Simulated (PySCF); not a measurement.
## cis-[CrCl2(H2O)4]+: what the settings change

The complex cis-[CrCl2(H2O)4]+ (charge +1) contains Cr(III), shell d3. The structure is a PBE0-D3(BJ)/def2-SVP geometry optimised for multiplicity 4; coordination octahedral, point group C1, metal–donor distances 2.03–2.22 Å.

```
15

Cr    0.000    0.000    0.000
Cl    2.218   -0.170    0.000
O    -2.054   -0.080    0.007
H    -2.568    0.739   -0.015
H    -2.630   -0.855   -0.045
Cl   -0.270    2.200    0.009
O    -0.178   -2.090    0.006
H     0.199   -2.514    0.792
H     0.242   -2.526   -0.751
O     0.058   -0.046    2.029
H     0.997    0.056    2.269
H    -0.393    0.731    2.400
O     0.065   -0.048   -2.026
H     1.008    0.030   -2.261
H    -0.369    0.731   -2.412
```

Method (PySCF 2.14, density fitting): CASSCF(3,5) with orbitals averaged over all microstates of the shell, strongly contracted NEVPT2 on the averaged canonical orbitals; basis x2c-TZVPall on the metal, x2c-SVPall elsewhere; spin-free X2C; gas phase; spin-orbit coupling by state interaction with the mean-field operator over all roots.

Base run: NEVPT2 ground state 4A2g-like, next 4T2g-like at 16031, then 2Eg-like at 16836 cm⁻¹, 10Dq(CASSCF) 13602, B(CASSCF) 1004, ζ 245 cm⁻¹, D 0.38 cm⁻¹, g 1.968 1.970 1.970, μeff(300 K) 3.84 μB.

Task: What happens with the basis x2c-TZVPall on all atoms?

Result: NEVPT2 ground state 4A2g-like, next 4T2g-like at 15729, then 4T2g-like at 16683 cm⁻¹, 10Dq(CASSCF) 13572, B(CASSCF) 1005, ζ 245 cm⁻¹, D 0.39 cm⁻¹, g 1.967 1.970 1.970, μeff(300 K) 3.84 μB. It took 39 s against 16 s on a shared host of the same kind.

Task: What happens with orbitals averaged over the highest spin alone?

Result: NEVPT2 ground state 4A2g-like, next 4T2g-like at 15709, then 4T2g-like at 16676 cm⁻¹, 10Dq(CASSCF) 13600, B(CASSCF) 1028, ζ 252 cm⁻¹, D 0.39 cm⁻¹, g 1.966 1.968 1.968, μeff(300 K) 3.84 μB.

Charge-transfer states lie outside this active space and may come lower than some of these levels. NEVPT2 lifts 4T2g-like from 14059 to 16997 cm⁻¹; on the d shell alone it tends to overshoot states that fill the eg-type orbitals. NEVPT2 on the d shell alone tends to put d–d bands too high for such charged or covalently bound ions.
